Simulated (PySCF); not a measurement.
BHBr₂, SMILES BrBBr. Atoms are numbered in the order given.

```xyz
4

B      0.0000     0.0000    -0.8405
H      0.0000     0.0000    -2.0326
Br     0.0000    -1.6595     0.0891
Br     0.0000     1.6595     0.0891
```
Charge 0, spin multiplicity 1.

Geometry optimised at PBE-D3(BJ)/def2-TZVP.

All values below come from PySCF 2.14.0 with TDA-ωB97X/def2-SVPD.

Vertical excitations. The molecule is in vacuum. State labels are in the subgroup C2v.

**Question.** Estimate the UV-visible absorptions. (Estimate from the structure and the level; the computed values follow.)

**Answer.** 
| state | symmetry | energy (eV) | λ (nm) | f | main pairs |
|---|---|---|---|---|---|
| S1 | A2 | 5.31 | 234 | 0.000 | HOMO→LUMO 99 % |
| S2 | B1 | 5.32 | 233 | 0.000 | HOMO−1→LUMO 98 % |
| S3 | B2 | 6.27 | 198 | 0.200 | HOMO−2→LUMO 93 % |
| S4 | A1 | 7.40 | 168 | 0.039 | HOMO−3→LUMO 90 % |
| S5 | A2 | 7.84 | 158 | 0.000 | HOMO−4→LUMO 94 % |
| S6 | B2 | 7.98 | 155 | 0.078 | HOMO→LUMO+1 39 %, HOMO→LUMO+3 19 %, HOMO−1→LUMO+2 16 %, HOMO→LUMO+4 8 % |
| S7 | B1 | 8.12 | 153 | 0.001 | HOMO−5→LUMO 96 % |
| S8 | A1 | 8.14 | 152 | 0.066 | HOMO−1→LUMO+1 36 %, HOMO−1→LUMO+3 21 %, HOMO→LUMO+2 19 % |
| S9 | A2 | 8.25 | 150 | 0.000 | HOMO−2→LUMO+1 42 %, HOMO−2→LUMO+3 23 %, HOMO−2→LUMO+8 12 %, HOMO−2→LUMO+4 8 % |
| S10 | B2 | 8.44 | 147 | 0.021 | HOMO→LUMO+3 39 %, HOMO→LUMO+1 33 %, HOMO→LUMO+4 12 % |
| T1 | B1 | 5.02 | 247 | 0 | HOMO−1→LUMO 96 % |
| T2 | A2 | 5.15 | 241 | 0 | HOMO→LUMO 99 % |
| T3 | B2 | 5.28 | 235 | 0 | HOMO−2→LUMO 98 % |
| T4 | A1 | 6.07 | 204 | 0 | HOMO−3→LUMO 97 % |
Triplets are in the Tamm–Dancoff approximation.
